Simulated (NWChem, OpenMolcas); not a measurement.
# How methods differ on WO3 (tungsten trioxide)

WO3: 4 atoms, total charge 0, spin state singlet. As SMILES, `[O]=[W](=[O])=[O]`. The shape is that of a PBE0-D4/def2-TZVP optimisation.

Quantity: the dipole moment, in D. The values are calculated.

```tsv
level	kind	program	value (D)	CPU time
HF/def2-SVPD (core potential)	Hartree–Fock	NWChem	6.71	27 s
SVWN5/def2-SVPD (core potential)	LDA	OpenMolcas	5.28	33 s
BLYP/def2-SVPD (core potential)	GGA	OpenMolcas	5.31	42 s
revPBE/def2-SVPD (core potential)	GGA	OpenMolcas	5.33	42 s
r2SCAN/def2-SVPD (core potential)	meta-GGA	OpenMolcas	5.58	51 s
M06-2X/def2-SVPD (core potential)	hybrid meta-GGA	OpenMolcas	5.85	53 s
PBE0/def2-SVPD (core potential)	global hybrid	OpenMolcas	5.71	40 s
wB97X/def2-SVPD (core potential)	range-separated hybrid	NWChem	5.94	4 min
```

The values span 5.28 to 6.71 D. CPU times are rough (shared hosts, several kinds of processor): they show what a rung costs within a factor of a few.
